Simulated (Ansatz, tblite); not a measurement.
Removing and adding an electron: the cluster Zn3S3. Total charge 0; singlet. Geometry: PBE0-D4/def2-SVP. Ansatz, gas phase; energy differences of separate SCF runs; the oxidised species was run as a doublet alone; the reduced species was run as a doublet alone.

Cartesian coordinates in Å:
```
Zn 0.4333 0.5963 -1.4677
Zn -1.3527 0.5576 0.7461
Zn 0.9194 -1.1538 0.7216
S 2.0427 -0.8420 -1.1267
S -1.3890 1.7416 -1.0901
S -0.6537 -0.8997 2.2168
```

The xTB rows come from tblite. Correlated methods freeze 42 core orbitals. The rows differ in basis, and correlated rows in double-zeta sets carry the largest basis error. In CCSD on the charge 1 doublet the largest single amplitude is 0.25, so its Hartree–Fock determinant may place the open shell otherwise than the density functionals do. The structure comes from a short search, and lower isomers may exist.

```csv
level,−HOMO (eV),vertical IE (eV),−LUMO (eV),vertical EA (eV),HOMO–LUMO gap (eV),IE − EA (eV),remarks
HF/def2-SVP,–,8.12,–,–,–,–,–
PBE-D4/def2-TZVPD,6.20,–,3.24,1.34,2.96,–,HOMO above zero (-1 doublet)
PBE0-D4/def2-TZVP,7.28,8.96,2.41,–,4.86,–,–
PBE0-D4/def2-TZVPD,7.31,–,2.43,1.14,4.87,–,HOMO above zero (-1 doublet)
BHLYP-D4/def2-TZVP,8.22,9.05,1.67,–,6.55,–,–
MP2/def2-SVP,–,8.80,–,–,–,–,–
```

(1) Estimate the rows for GFN1-xTB, GFN2-xTB, BHLYP-D4/def2-TZVPD, CCSD/def2-SVP, CCSD(T)/def2-SVP.

Answers

(1) 
| level | −HOMO (eV) | vertical IE (eV) | −LUMO (eV) | vertical EA (eV) | HOMO–LUMO gap (eV) | IE − EA (eV) | remarks |
| --- | --- | --- | --- | --- | --- | --- | --- |
| GFN1-xTB | 10.31 | 12.96 | 6.29 | 3.79 | 4.02 | 9.17 | – |
| GFN2-xTB | 11.56 | 14.03 | 8.60 | 6.08 | 2.96 | 7.95 | – |
| BHLYP-D4/def2-TZVPD | 8.26 | – | 1.69 | 0.86 | 6.56 | – | HOMO above zero (-1 doublet) |
| CCSD/def2-SVP | – | 8.61 | – | – | – | – | – |
| CCSD(T)/def2-SVP | – | 8.57 | – | – | – | – | – |

Run but left out: PBE-D4/def2-TZVP (charge +1 doublet: an occupied level 0.18 eV above an empty one).   A HOMO above zero means that the electron is unbound at that level or that self-interaction error raises the level; the energy of removing that electron tells which. Raw xTB energy differences between charge states are shifted by several eV; the methods need an empirical correction for them.
